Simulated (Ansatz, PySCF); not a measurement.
The pair A = BBrH2 (SMILES BBr) (first 4 atoms), B = NH3 (SMILES N); geometry from B3LYP-D3(BJ)/def2-TZVP.
(charge 0, multiplicity 1):
```xyz
8

B     -0.50137    -0.65926     2.17377
Br     0.68958     0.74433     1.27652
H     -0.02900    -1.75213     2.06341
H     -1.64118    -0.52909     1.83678
N     -0.42133    -0.26169     3.75008
H     -0.98013    -0.89288     4.32135
H      0.54361    -0.29549     4.07226
H     -0.75554     0.68954     3.88983
```

Frozen-core correlation. Filled d and f shells under p-block atoms count as core. CBS(a, b) extrapolates the correlation energy as X⁻³ and adds the Hartree–Fock energy of set b. MP2 and its Hartree–Fock in aug-cc-pVTZ are density fitted.

Programs: Ansatz (Gaussian orbitals); PySCF for the dispersion terms. Each number belongs to the level named beside it.

The monomers are drawn apart, rigid, along the line of their centres of mass. Counterpoise-corrected interaction energies (kcal/mol):

| level | R = 3.357 Å | R = 4.008 Å |
|---|---|---|
| PBE/def2-TZVPPD | -27.6513 | -11.1622 |
| PBE-D3(BJ)/def2-TZVPPD | -28.9847 | -12.0282 |
| wB97M-V/def2-TZVPPD | -28.2180 | -11.2012 |
| MP2/CBS(aug-cc-pVDZ, aug-cc-pVTZ) + ΔCCSD(T)/aug-cc-pVDZ | -26.7020 | -10.2679 |

R is the distance of the centres of mass. Find the local exponent m of E ∝ R⁻ᵐ between the two points.


m = ln(E₁/E₂)/ln(R₂/R₁): PBE/def2-TZVPPD 5.1; PBE-D3(BJ)/def2-TZVPPD 5.0; wB97M-V/def2-TZVPPD 5.2; MP2/CBS(aug-cc-pVDZ, aug-cc-pVTZ) + ΔCCSD(T)/aug-cc-pVDZ 5.4. For scale, two fixed dipoles give m = 3, dipole and quadrupole 4, quadrupoles 5, and dispersion or dipole-induced dipole 6 at long range; at these distances several terms mix, and what is left of overlap and damping shifts m, so it need not match one of them.

Ansatz is an electronic-structure program.
